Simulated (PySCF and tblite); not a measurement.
Results of a calculation; reference values are marked as such.
**Barrier and rate of a rotation**

System: C₆H₉BO₂, numbered as in [CH3:1][C:2]1=[CH:3][CH2:4]/[C:5]1=[CH:6]\[B:7]([OH:8])[OH:9].

Motion: rotation about the B7–O8 bond (torsion C6–B7–O8–H from -180° to 0°, rising). Geometries: GFN2-xTB; energies: revPBE/pcSseg-1 + D3(BJ); zero-point and thermal terms from GFN2-xTB harmonic modes (soft modes blended into free rotors). Rates follow Eyring's equation with the number of equivalent paths and no tunnelling. Programs: tblite and PySCF.

| point | symmetry | E(GFN2) kcal/mol | E(DFT) kcal/mol | ZPE change kcal/mol | lowest mode cm⁻¹ | dipole D |
| --- | --- | --- | --- | --- | --- | --- |
| start | Cs | 0.0 | 0.0 | 0.00 | 37 | 1.75 |
| saddle | C1 | 8.0 | 6.5 | -0.99 | 600i | 1.36 |
| end | Cs | -1.4 | -3.1 | 0.20 | 36 | 1.25 |

| Property | Result |
| --- | --- |
| Electronic barrier | 6.5 kcal/mol |
| Barrier with zero-point energy | 5.5 kcal/mol |
| ΔH‡ (298 K) | 5.4 kcal/mol |
| ΔS‡ (298 K, symmetry apart) | -0.4 cal/(mol K) |
| Paths | 2 equivalent paths |
| End point | a different minimum |
| Mean lifetime of the start against this motion at 298 K | 890 ps |
| Cost | 2.4 min on 1 thread of Arm Neoverse V1, on a host shared with other jobs (rough), peak memory 0.71 GiB, launched as `OMP_NUM_THREADS=1 python ens_run.py task.json out` |

```csv
T/K,ΔG‡ kcal/mol,k s⁻¹,ΔG kcal/mol,k back s⁻¹
150,5.5,6.4×10⁴,-2.9,4.2
200,5.5,8.3×10⁶,-2.9,6150
250,5.5,1.6×10⁸,-2.9,5×10⁵
298,5.5,1.1×10⁹,-2.9,8.9×10⁶
350,5.5,5×10⁹,-2.9,8.2×10⁷
400,5.6,1.5×10¹⁰,-2.9,4.1×10⁸
500,5.7,6.9×10¹⁰,-2.8,4×10⁹
```

ΔG and ΔG‡ leave out symmetry numbers and mirror images; rates count paths: 2 out, 2 back.
